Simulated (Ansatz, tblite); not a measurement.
Removing and adding an electron: Al15As15H34, a nanocrystal cut from wurtzite AlAs (hydrogen-capped). The state is a singlet with charge 0. Geometry: PBE-D4/def2-SVP. Ansatz, gas phase; energy differences of separate SCF runs; the oxidised species was run as a doublet alone; the reduced species was run as a doublet alone.

```xyz
64

Al   -0.764    4.925   -1.623
As    0.088    4.559    0.726
As   -2.094    2.884   -1.916
Al   -2.435    1.626    0.236
Al   -5.059    0.117   -2.726
As   -4.241    0.034   -0.332
Al    0.952    2.256    1.216
As    1.817    2.296    3.570
As   -0.318    0.356    0.476
Al   -0.894   -0.390    2.771
Al   -3.710   -2.251    0.464
As   -2.459   -2.299    2.601
Al    2.881    0.152    4.376
As    1.234   -1.474    3.561
Al   -1.482   -4.566    3.161
As    1.350    4.369   -2.868
Al   -1.278    1.471   -3.805
As   -2.899   -0.384   -3.955
Al    2.550    2.166   -2.553
As    3.033    2.173   -0.114
As    0.824    0.438   -2.919
Al    0.376   -1.692   -1.574
Al   -1.747   -2.531   -3.493
As   -1.814   -2.709   -1.052
Al    4.205   -0.001    0.171
As    4.703   -0.020    2.649
As    2.503   -1.761   -0.156
Al    2.214   -3.100    1.940
Al   -0.205   -4.551   -0.954
As    0.385   -4.685    1.451
H    -1.311    6.400   -1.886
H    -1.003    4.935    1.716
H     1.132    5.597    1.128
H    -3.444    3.421   -2.382
H    -2.753    2.681    1.410
H    -5.431    1.648   -3.056
H    -6.089   -1.087   -2.973
H    -5.429    0.537    0.488
H     0.709    2.694    4.533
H     2.733    3.501    3.762
H    -1.299    0.777    3.803
H    -4.896   -3.313    0.339
H    -3.463   -2.036    3.723
H     3.408    0.222    5.880
H     0.924   -2.299    4.806
H    -0.777   -4.445    4.603
H    -2.563   -5.703    2.829
H     2.349    5.517   -2.751
H     1.016    4.534   -4.345
H    -0.970    2.346   -5.116
H    -3.247   -0.394   -5.443
H     3.861    2.121   -3.463
H     4.028    3.297    0.176
H     1.354   -0.089   -4.260
H    -2.032   -3.724   -4.515
H    -0.067   -2.188   -3.378
H     5.563   -0.108   -0.662
H     5.817    0.977    2.955
H     5.468   -1.295    2.981
H     3.397   -2.764   -0.898
H     3.626   -3.671    2.447
H    -0.341   -5.939   -1.731
H     0.951   -3.522   -1.701
H     1.064   -6.038    1.652
```

The xTB rows come from tblite. Single mean-field runs in def2-SVP are fitted with def2-universal-jkfit.

| level | −HOMO (eV) | vertical IE (eV) | −LUMO (eV) | vertical EA (eV) | HOMO–LUMO gap (eV) | IE − EA (eV) |
| --- | --- | --- | --- | --- | --- | --- |
| GFN1-xTB | 9.88 | 11.17 | 7.93 | 6.62 | 1.94 | 4.55 |
| GFN2-xTB | 9.14 | 10.47 | 7.05 | 5.74 | 2.09 | 4.73 |
| PBE-D4/def2-SVP | 5.50 | – | 2.78 | 1.60 | 2.73 | – |
| PBE0-D4/def2-SVP | 6.38 | 7.36 | 2.13 | 1.36 | 4.24 | 5.99 |

Run but left out: PBE-D4/def2-SVP (charge +1 doublet: an occupied level 0.05 eV above an empty one).   Raw xTB energy differences between charge states are shifted by several eV; the methods need an empirical correction for them. Sets without diffuse functions give affinities that are too small.
